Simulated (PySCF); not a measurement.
Isomers of C7H16FNSi, from PySCF 2.14.0, PBE0-D3(BJ)/def2-SVP geometry optimisation, gas phase. One conformer each, no zero-point energy, no frequencies.

Task: Which is lowest in electronic energy at this level?
A. `[CH3:1][CH:2]([CH3:3])[Si@@:4]1([CH3:5])[NH:6][CH2:7][CH2:8][C@@H:9]1[F:10]` with C1–C2–Si4–C5 -74°, C2–Si4–N6–C7 116°, Si4–N6–C7–C8 -23°, N6–C7–C8–C9 41°, C7–C8–C9–F10 75°: A = 1602, B = 827.5, C = 746.5 MHz, dipole 1.50 D
B. `[CH3:1][CH2:2][Si@@H:3]([F:4])[N:5]([CH3:6])[CH2:7][CH:8]1[CH2:9][CH2:10]1` with C1–C2–Si3–F4 58°, C2–Si3–N5–C6 151°, Si3–N5–C7–C8 122°, N5–C7–C8–C9 91°: A = 1899, B = 566.9, C = 488.1 MHz, dipole 2.11 D
C. `[CH3:1][CH2:2][CH2:3][Si@@H:4]([NH:5][CH3:6])[C@H:7]1[CH2:8][C@@H:9]1[F:10]` with C1–C2–C3–Si4 -179°, C2–C3–Si4–N5 -177°, C3–Si4–N5–C6 170°, C3–Si4–C7–C8 82°: A = 1335, B = 649.6, C = 459.5 MHz, dipole 1.74 D
D. `[CH3:1][CH:2]([CH3:3])[Si@@:4]1([CH3:5])[NH:6][CH2:7][CH2:8][C@H:9]1[F:10]` with C1–C2–Si4–C5 63°, C2–Si4–N6–C7 108°, Si4–N6–C7–C8 27°, N6–C7–C8–C9 -42°, C7–C8–C9–F10 -78°: A = 1540, B = 883.8, C = 774.6 MHz, dipole 1.58 D
E. `[CH3:1][C@@H:2]([CH2:3][F:4])[C@H:5]1[CH2:6][CH2:7][N:8]([SiH3:9])[CH2:10]1` with C1–C2–C3–F4 -172°, C1–C2–C5–C6 59°, C2–C5–C6–C7 162°, C5–C6–C7–N8 -21°, C6–C7–N8–Si9 -178°, C7–N8–C10–C5 27°: A = 1860, B = 630.6, C = 490.6 MHz, dipole 2.85 D

Result: B. That is `CC[Si@@H](F)N(C)CC1CC1`, 8.9 kcal/mol below the next.

```csv
SMILES,mapped SMILES,E (Eh),relative (kcal/mol),relative (kJ/mol),dipole (D)
CC[Si@@H](F)N(C)CC1CC1,[CH3:1][CH2:2][Si@@H:3]([F:4])[N:5]([CH3:6])[CH2:7][CH:8]1[CH2:9][CH2:10]1,-719.52384,0.0,0.0,2.11
CC(C)[Si@@]1(C)NCC[C@H]1F,[CH3:1][CH:2]([CH3:3])[Si@@:4]1([CH3:5])[NH:6][CH2:7][CH2:8][C@H:9]1[F:10],-719.50973,8.9,37.0,1.58
CC(C)[Si@@]1(C)NCC[C@@H]1F,[CH3:1][CH:2]([CH3:3])[Si@@:4]1([CH3:5])[NH:6][CH2:7][CH2:8][C@@H:9]1[F:10],-719.50934,9.1,38.1,1.50
C[C@@H](CF)[C@H]1CCN([SiH3])C1,[CH3:1][C@@H:2]([CH2:3][F:4])[C@H:5]1[CH2:6][CH2:7][N:8]([SiH3:9])[CH2:10]1,-719.47321,31.8,132.9,2.85
CCC[Si@@H](NC)[C@H]1C[C@@H]1F,[CH3:1][CH2:2][CH2:3][Si@@H:4]([NH:5][CH3:6])[C@H:7]1[CH2:8][C@@H:9]1[F:10],-719.46297,38.2,159.8,1.74
```

As drawn, the lowest has an Si–F bond, which the highest lacks; the highest has an N–H bond, which the lowest lacks.
